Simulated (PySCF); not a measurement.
# Vibration and rotation of SrN

PBE0 constants of SrN, ⁴Σ⁻ (quartet), unpaired electrons σ ↑, π ↑↑, a second solution, started from another occupation (PySCF, scalar-relativistic core potentials, basis sets Sr def2-TZVPP with ECP28, N def2-TZVPP; masses 87.9056 and 14.0031 u):

* ωe: 396.4 cm⁻¹
* ωexe: 3.06 cm⁻¹
* Be: 0.24777 cm⁻¹
* αe: 0.00223 cm⁻¹

Problem. What force constant and bond length do these constants imply?

Solution. Reduced mass μred = 12.079 u; k = 5.8918×10⁻⁷·μred·ωe² (u, cm⁻¹, mdyn/Å) = 1.12 mdyn/Å; Re = √(16.8576/(μred·Be)) (u, cm⁻¹, Å) = 2.373 Å.

Problem. Estimate the centrifugal constant D from the Kratzer relation and find the Dunham coefficient a1.

Solution. D = 4Be³/ωe² = 3.87e-07 cm⁻¹; a1 = −1 − αeωe/(6Be²) = -3.40.

Spin–orbit coupling is left out.
